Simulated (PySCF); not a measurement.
B(H)(SiH3)2 (BH₇Si₂), SMILES [SiH3]B[SiH3]. Geometry optimised at PBE-D3(BJ)/def2-SVP.

Computed equilibrium geometry at PBE-D3(BJ)/def2-SVP (PySCF confirms it by a frequency run) as a Z-matrix, and its point group:
point group C2.
```
B
H 1 1.2182
Si 1 2.0107 2 119.09
H 3 1.5069 1 115.48 2 29.39
H 3 1.5070 4 108.92 1 -129.94
H 3 1.5168 4 107.39 5 -115.46
Si 1 2.0107 2 119.09 3 180.00
H 7 1.5069 1 115.48 2 29.39
H 7 1.5070 8 108.92 1 -129.94
H 7 1.5168 8 107.39 9 -115.46
```
Charge 0, spin multiplicity 1.
